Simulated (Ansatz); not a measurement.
Cost and result up the ladder for tetraphenylsilane (C₂₄H₂₀Si) (45 atoms). Total charge 0; singlet. Geometry: PBE-D4/def2-SVP.

```csv
atom,x (Å),y (Å),z (Å)
C1,0.7797,3.4177,3.1685
C2,-0.4248,3.3996,2.4479
C3,-0.6696,2.3823,1.5118
C4,0.2813,1.3647,1.2789
Si5,-0.0008,-0.0007,-0.0006
C6,0.9571,0.3867,-1.5860
C7,2.0268,1.3084,-1.6092
C8,2.7388,1.5595,-2.7929
C9,2.3932,0.8900,-3.9773
C10,1.3312,-0.0289,-3.9748
C11,0.6193,-0.2738,-2.7904
C12,0.5989,-1.6368,0.7373
C13,0.3044,-1.9487,2.0853
C14,0.7118,-3.1660,2.6525
C15,1.4299,-4.0937,1.8806
C16,1.7358,-3.7991,0.5426
C17,1.3228,-2.5819,-0.0222
C18,-1.8399,-0.1168,-0.4320
C19,-2.6783,-1.1098,0.1205
C20,-4.0454,-1.1591,-0.1951
C21,-4.6001,-0.2122,-1.0704
C22,-3.7823,0.7822,-1.6314
C23,-2.4154,0.8253,-1.3167
C24,1.4864,1.3956,2.0189
C25,1.7371,2.4132,2.9523
H26,0.9713,4.2134,3.9051
H27,-1.1818,4.1806,2.6196
H28,-1.6224,2.3758,0.9578
H29,2.3034,1.8460,-0.6877
H30,3.5658,2.2864,-2.7917
H31,2.9489,1.0887,-4.9069
H32,1.0522,-0.5529,-4.9023
H33,-0.2214,-0.9866,-2.8062
H34,-0.2461,-1.2238,2.7070
H35,0.4734,-3.3896,3.7041
H36,1.7566,-5.0464,2.3255
H37,2.3048,-4.5203,-0.0645
H38,1.5756,-2.3597,-1.0717
H39,-2.2540,-1.8633,0.8037
H40,-4.6809,-1.9453,0.2414
H41,-5.6715,-0.2521,-1.3212
H42,-4.2109,1.5242,-2.3230
H43,-1.7827,1.6026,-1.7757
H44,2.2403,0.6052,1.8702
H45,2.6815,2.4195,3.5185
```

Ansatz on 2 threads of AMD EPYC 7R13 on a shared host and a share (18 GiB) of an NVIDIA H100 80GB HBM3. Times are rough, and most runs start from the orbitals of an earlier one. PBE0-D4/def2-TZVP serves as the yardstick here, not as an exact answer. Differences are given only for rows in sets of like size (and for xTB, whose basis is part of the method), since another set adds its own error. Binding counts from free atoms at the same level (C triplet, Si triplet, H doublet; other spins of the atoms weren't run), without zero-point energy or a counterpoise term.

B3LYP takes the VWN-RPA correlation. Correlated methods freeze 29 core orbitals. The rows differ in basis, and correlated rows in double-zeta sets carry the largest basis error. Single mean-field runs in def2-SVP, def2-TZVP are fitted with def2-universal-jkfit.

Run but left out: HF/STO-3G, HF/6-31G (restricted singlet, unstable in another Hartree–Fock run and untested here).

Correlated methods converge slowly with the basis, most of all in double-zeta sets.

| level | functions | binding energy per atom (eV) | difference from PBE0-D4/def2-TZVP (eV) | remarks |
| --- | --- | --- | --- | --- |
| MP2/def2-SVP | 454 | 5.10 | – | restricted SCF unstable |
| LDA (SPW92)/def2-TZVP | 901 | 5.94 | 0.70 | – |
| PBE0-D4/def2-TZVP (with forces) | 901 | 5.24 | 0.00 | – |
| B3LYP-D4/6-31G | 269 | 5.06 | – | – |
| PBE-D4/def2-SVP | 454 | 5.42 | – | – |
| PBE-D4/def2-TZVP | 901 | 5.35 | 0.10 | – |
| r2SCANh-D4/def2-TZVP (with forces) | 901 | 5.16 | -0.09 | – |
| B3LYP-D4/def2-TZVP | 901 | 5.16 | -0.09 | – |
| PBE0-D4/def2-SVP | 454 | 5.32 | – | – |
| r2SCAN-D4/def2-TZVP | 901 | 5.19 | -0.05 | – |

Q: Estimate how long each takes.

A: PBE-D4/def2-SVP 9 s; PBE0-D4/def2-SVP 10 s; PBE-D4/def2-TZVP 14 s; B3LYP-D4/6-31G 14 s; MP2/def2-SVP 14 s; LDA (SPW92)/def2-TZVP 14 s; B3LYP-D4/def2-TZVP 14 s; r2SCAN-D4/def2-TZVP 16 s; PBE0-D4/def2-TZVP (with forces) 17 s; r2SCANh-D4/def2-TZVP (with forces) 18 s. On shared hardware such times vary by a factor of up to 3.
